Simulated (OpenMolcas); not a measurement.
An atom or ion with 26 electrons was computed by XMS-CASPT2, IPEA 0.25 Eh, imaginary shift 0.1 Eh with spin-orbit coupling (OpenMolcas, ANO-RCC-VTZP, DKH2). The lowest levels that the run gave, each within 12 % of the measured value where one is at hand:

```
J  Parity  E (cm⁻¹)      g
4    even       0.0  1.250
3    even      1347  1.084
2    even      2250  0.668
2    even     13830  1.049
2    even     16980  1.449
1    even     17320  1.501
0    even     17580       
4    even     23430  1.000
0    even     53450
```

Which ion is it, and what are the configurations and terms?

Ni2+ (Z = 28, charge +2; active space 8 electrons in 5 orbitals (3d)). J, parity and g give the terms where levels are pure, and mixed ones are named by the computed weights; the size of the splittings, set against known spectra of the 26-electron sequence, gives the charge. In order, with the measured energies in cm⁻¹ (Corliss and Sugar, J. Phys. Chem. Ref. Data 10, 197 (1981)): 3d⁸ ³F₄, 3d⁸ ³F₃ (1361), 3d⁸ ³F₂ (2270), 3d⁸ ¹D₂ (14032), 3d⁸ ³P₂ (16662), 3d⁸ ³P₁ (16978), 3d⁸ ³P₀ (17231), 3d⁸ ¹G₄ (23109), 3d⁸ ¹S₀ (52532).

CASPT2 does not keep the components of a term degenerate, so their means are used; among the terms shown or strongly mixed into the levels shown the widest spread is 1300 cm-1 (3d⁸ ³F). Computed and measured levels are paired by configuration, term and J; levels that our copy of the source lacks, or whose pairing is in doubt (as where it misses far off the trend of its configuration), stay unpaired and out of the deviations. Only configurations of the active space appear.
